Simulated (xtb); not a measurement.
1-bromo-1,2,2-trichloroethene (C2BrCl3), SMILES ClC(Cl)=C(Cl)Br. All values are semi-empirical tight-binding results from xtb (GFN2-xTB unless named), good for trends rather than for accurate numbers. The structure is a stationary point at GFN2-xTB.

Optimised geometry:

Bonds (Å): Cl1–C2 1.711, C2–Cl3 1.714, C2–C4 1.338, C4–Cl5 1.712, C4–Br6 1.882. Bond angles (°): Cl1–C2–Cl3 115.9, Cl1–C2–C4 122.5, Cl3–C2–C4 121.6, C2–C4–Cl5 122.5, C2–C4–Br6 121.1, Cl5–C4–Br6 116.4.

Computed properties:
- point group as xtb finds it: Cs
- orbital gap: 3.61 eV
- zero-point energy: 8.4 kcal/mol
- G − E(el) at 298.15 K (modified RRHO): -13.1 kcal/mol
- static polarisability (D4 model): 84.7 bohr³
- solvation energy, GFN2-xTB/ALPB(water): -0.1 kcal/mol
- solvation energy, GFN2-xTB/ALPB(hexane): -5.1 kcal/mol

Give the atomic charges and the Wiberg bond orders between heavy atoms. (Estimate from the structure and the level; the computed values follow.)

charges (e) Cl1 -0.06, C2 0.14, Cl3 -0.07, C4 0.12, Cl5 -0.07, Br6 -0.06. Bond orders Cl1–C2 1.03, C2–Cl3 1.02, C2–C4 1.69, C4–Cl5 1.03, C4–Br6 1.01.
